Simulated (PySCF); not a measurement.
Species: CH8F2Si3.
Numbering: `[F:1][CH:2]([F:3])[SiH2:4][SiH2:5][SiH3:6]` (hydrogens: H7 on C2; H8, H9 on Si4; H10, H11 on Si5; H12, H13, H14 on Si6)

Geometry (GFN2-xTB, Å), atoms numbered from 1 in this order:
```
atom  x, y, z in Å
F1    -0.856    1.831   -0.666
C2    -1.758    0.839   -0.397
F3    -1.705   -0.002   -1.474
Si4   -1.235   -0.112    1.211
Si5    0.854   -1.006    0.740
Si6    2.022   -0.008   -1.007
H7    -2.752    1.304   -0.407
H8    -1.341    0.938    2.230
H9    -2.384   -0.999    1.430
H10    1.606   -0.969    2.008
H11    0.657   -2.449    0.510
H12    3.361   -0.593   -1.139
H13    2.195    1.426   -0.778
H14    1.335   -0.201   -2.283
```

Level of theory: CAM-B3LYP/def2-SVPD in PySCF (dipole) on a GFN2-xTB geometry, gas phase.

Take the most abundant isotopes and a rigid rotor. The values belong to one conformer with, in the numbering `[F:1][CH:2]([F:3])[SiH2:4][SiH2:5][SiH3:6]`, F1–C2–Si4–Si5 -61°, C2–Si4–Si5–Si6 20°.

(1) Give the principal moments of inertia and the rotational constants in MHz.

(2) Classify the top.

(3) What does the inertial defect say?

(4) Give the other two planar moments, Paa and Pbb, and the rms extents of the mass along the axes.

(5) Which types of transition are allowed, and where do some lines up to J = 5 fall?

(6) Estimate the classical rotational partition function at 10 K, 50 K and 100 K.

## Answers

(1) Ia = 242.92, Ib = 394.76, Ic = 527.53 u·Å²; 505379 MHz·u·Å²/I gives A = 2080, B = 1280, C = 958.0 MHz.

(2) An asymmetric top; Ray's κ = -0.426.

(3) Not planar: Δ = Ic − Ia − Ib = -110.15 u·Å². For a rigid frame Δ = −2 Σ m c², so Σ m c² = 55.07 u·Å² lies off the ab plane: 8.70 from hydrogen and 46.37 from heavier atoms. The atom farthest from that plane is 1.58 Å away.

(4) Paa = Σ m a² = (Ib + Ic − Ia)/2 = 339.69 and Pbb = Σ m b² = (Ia + Ic − Ib)/2 = 187.85 u·Å². With the mass M = 141.99 u, the rms extents √(P/M) along a, b and c are 1.55, 1.15, 0.62 Å.

(5) The dipole components are |μa| = 0.33 D, |μb| = 1.57 D, |μc| = 0.32 D. Intensities carry the squares of the components, which stand as 0.05 : 1.00 : 0.04 (a : b : c). Some lines, for components of 0.1 D or more:

```
type  branch         J(Ka,Kc)    MHz  lower level (cm⁻¹)
   a       Q  1(1,0) ← 1(1,1)    322               0.101
   a       Q  3(2,1) ← 3(2,2)    369               0.576
   c       Q  1(1,1) ← 1(0,1)    800               0.075
   a       Q  2(1,1) ← 2(1,2)    967               0.240
   a       Q  3(1,2) ← 3(1,3)   1921               0.446
   a       R  1(0,1) ← 0(0,0)   2238               0.000
   b       Q  3(2,1) ← 3(1,2)   2344               0.510
   c       Q  4(3,2) ← 4(2,2)   4066               0.905
   a       R  2(0,2) ← 1(0,1)   4397               0.075
   b       Q  5(1,4) ← 5(0,5)   4584               1.055
   b       Q  4(3,2) ← 4(2,3)   5042               0.873
   a       R  3(1,3) ← 2(1,2)   6187               0.240
   c       Q  5(4,2) ← 5(3,2)   6311               1.430
   b       Q  5(4,1) ← 5(3,2)   6326               1.430
   a       R  3(2,2) ← 2(2,1)   6715               0.352
   c       R  2(2,0) ← 1(1,0)   7279               0.112
   b       R  4(1,3) ← 3(2,2)   7422               0.576
   b       R  5(2,3) ← 4(3,2)   7898               1.041
   c       Q  5(5,1) ← 5(4,1)   8475               1.641
   b       Q  5(5,1) ← 5(4,2)   8490               1.641
   a       R  4(2,3) ← 3(2,2)   8890               0.576
   a       R  4(3,1) ← 3(3,0)   9153               0.738
   c       R  3(2,1) ← 2(1,1)   9485               0.272
   a       R  5(0,5) ← 4(0,4)  10230               0.714
   c       R  4(3,2) ← 3(2,2)  13932               0.576
   c       R  5(1,4) ← 4(0,4)  14814               0.714
   b       R  5(3,3) ← 4(2,2)  15424               0.905
   c       R  4(4,1) ← 3(3,1)  15700               0.738
```

(6) Point group C1, symmetry number σ = 1; q = (√π/σ)·√((kT/h)³/(ABC)), k/h = 20836.6 MHz/K: 3340 at 10 K, 37300 at 50 K, 106000 at 100 K.

No frequency check. No vibrational averaging or centrifugal distortion is included, and the geometry carries the error of its method. A rigid rotor knows nothing of internal rotation, which can split or shift real lines.
